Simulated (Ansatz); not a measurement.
`B[SiH2][CH2][GeH3]` + `[CH3][AlH][SH]` → `[CH3][AlH][S][GeH3]` + `B[SiH2]C`  (ligand exchange at a Ge–C bond)

Isolated molecules relaxed with PBE0-D4/def2-TZVP in Ansatz; ΔE leaves out vibrations. CBS: MP2 limit from def2 TZ/QZ plus the TZ coupled-cluster correction, frozen cores. This one scheme is used for every species. For Ge outer-core shells are correlated without core-valence functions, which leaves a few kJ/mol of doubt a bond. Scalar relativity is left out up to krypton. One conformer a species, not always the lowest.

```csv
species,MP2/def2-TZVPP energy (Eh)
`B[SiH2][CH2][GeH3]`,-2432.75749
`[CH3][AlH][SH]`,-680.75238
`[CH3][AlH][S][GeH3]`,-2757.55968
`B[SiH2]C`,-355.97217
```

(1) Work out ΔE.

Largest T1 diagnostic among the species: 0.011.

Results:

(1) ΔE = (-2757.55968) + (-355.97217) − (-2432.75749) − (-680.75238) = -0.02198 Eh = -13.8 kcal/mol. CCSD(T)/CBS gives -13.5 kcal/mol.

In def2-TZVPP, CCSD(T) changes the Hartree–Fock value by +2.0 kcal/mol (the triples alone add −0.1 kcal/mol) and MP2 by +1.3 kcal/mol.
